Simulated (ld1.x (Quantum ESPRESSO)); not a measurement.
**Before and after: TM potential for molybdenum (Mo)**

ld1.x (Quantum ESPRESSO) 7.5 input, shortened:

```
&input
   title='Mo', zed=42., rel=1, dft='BLYP', iswitch=3,
   config='[Kr] 4d6 4f-2 5s0 5p0'
 /
 &inputp
   pseudotype=2, tm=.true., lloc=-2, rcloc=1.10,
   nlcc=.true., rcore=1.00
 /
4
4S  1  0   2.00   0.00  1.25  1.25  0.0
4P  2  1   6.00   0.00  1.75  1.75  0.0
4D  3  2   6.00   0.00  1.50  1.50  0.0
4F  4  3  -2.00   0.05  1.40  1.40  0.0
 &test
   configts(1)='4s2 4p6 4d6 5s0 5p0'
 /
```

All-electron outer shells of the reference configuration (BLYP, scalar-relativistic, ld1.x):

```
shell  level (eV)  outermost node (bohr)  outermost maximum (bohr)
   3p     -376.95                   0.17                      0.38
   3d     -218.78                      –                      0.32
   4s      -62.20                   0.51                      0.99
   4p      -36.40                   0.52                      1.08
   5s       -3.50                   1.35                      3.04
   4d       -2.27                   0.53                      1.40
   5p       -0.77                   1.56                      4.48
```

Change: wave 4d (bound): rc 1.50 bohr becomes 4d (bound): rc 1.28 bohr.

Cutoffs: the cutoffs (Ry, on a coarse ladder) from which the occupation-weighted sum of valence levels, in a spherical-Bessel basis at the reference potential, stays within 10 and 1 mRy of its value at 400 Ry; they do not see the model core or the augmentation charge, which bear on the density cutoff. Errors are all-electron minus pseudo energies relative to the spin-unpolarised reference configuration.

Question: Predict the effect on cutoff, ghosts and configuration errors.

Answer: The potential gets neither clearly harder nor softer (90 Ry and 160 Ry → 90 Ry and 160 Ry); of the 7 tests that both files solve, the error grows in 2 and shrinks in 0 by more than 15 % and 0.3 meV (median size 158.3 → 158.8 meV); neither file shows a bound ghost.

| quantity | base | changed |
| --- | --- | --- |
| cutoff, loose | 90 Ry | 90 Ry |
| cutoff, tight | 160 Ry | 160 Ry |
| loose cutoff by channel (10 mRy a level) | s 80 Ry, p 21 Ry, d 35 Ry | s 80 Ry, p 21 Ry, d 40 Ry |
| bound ghosts | none | none |
| error for 4s2 4p6 4d5 5s1 5p0, meV [ΔE -0.85 eV] | +158 | +159 |
| error for 4s2 4p6 4d5 5s0 5p0, meV [ΔE 6.09 eV] | +0.8 | +1.4 |
| error for 4s2 4p6 4d4 5s0 5p0, meV [ΔE 21.49 eV] | +3.9 | +5.6 |
| error for 4s2 4p6 4d4 5s1 5p0, meV [ΔE 7.09 eV] | +252 | +254 |
| error for 4s1 4p6 4d5 5s1 5p0, meV [ΔE 69.25 eV] | +306 | +311 |
| error for 4s2 4p6 4d4 5s1 5p1, meV [ΔE 2.81 eV] | +264 | +266 |
| error for 4s2 4p6 4d2 5s0 5p0, meV [ΔE 87.54 eV] | +51 | +55 |
| s: phases at 1.90 bohr within 0.05 rad from the reference energy up to (Ry; the scan ends near 5) | 0.6 | 0.6 |
| p: phases at 1.90 bohr within 0.05 rad from the reference energy up to (Ry; the scan ends near 5) | 2.0 | 2.0 |
| d: phases at 1.90 bohr within 0.05 rad from the reference energy up to (Ry; the scan ends near 5) | to the end of the scan | to the end of the scan |
| f: phases at 1.90 bohr within 0.05 rad from the reference energy up to (Ry; the scan ends near 5) | to the end of the scan | to the end of the scan |
